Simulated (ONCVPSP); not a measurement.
**Configuration tests for hafnium (Hf) (ONCV)**

* Element: Hf
* Generator: ONCVPSP 4.0.1
* Type: optimised norm-conserving Vanderbilt (ONCV)
* Functional: PBE
* Relativity: scalar-relativistic
* Frozen core: [Kr] 4d10 4f14
* Valence charge: 12
* Reference configuration: 5s2 5p6 5d2 6s1.5 (charge +0.5)
* Partial waves: 5s+6s: rc 1.90 bohr, ncon 3, nbas 6, qcut 5.4 1/bohr, 2 projectors; 5p: rc 1.45 bohr, ncon 4, nbas 8, qcut 6.7 1/bohr, 1 projector; 5d: rc 2.65 bohr, ncon 4, nbas 8, qcut 6 1/bohr, 2 projectors, debl 2.9 Ha; f scattering state at 0.36 Ha: rc 2.15 bohr, ncon 3, nbas 6, qcut 5.1 1/bohr, 2 projectors, debl 3.3 Ha
* Local potential: polynomial inside 1.30 bohr (lpopt 2, dvloc0 3 Ha)
* Core correction: Teter function, fcfact 2.5, rcfact 1.65

Energies are relative to the spin-unpolarised reference configuration 5s2 5p6 5d2 6s1.5; without spin polarisation the order of configurations can differ from experiment.

```tsv
valence configuration	charge	ΔE all-electron (eV)	error AE − PS (meV)
5s2 5p6 5d2 6s2	0	-3.254	+0.9
5s2 5p6 5d2 6s0	+2	18.902	-11
```

Problem. What are ΔE and the potential's error for 5s2 5p6 5d1 6s2?

Solution. ΔE = 3.245 eV all-electron; the error (AE − PS) is -12 meV.

Problem. What are ΔE and the potential's error for 5s2 5p6 5d2 6s1?

Solution. ΔE = 4.723 eV all-electron; the error (AE − PS) is -1.9 meV.
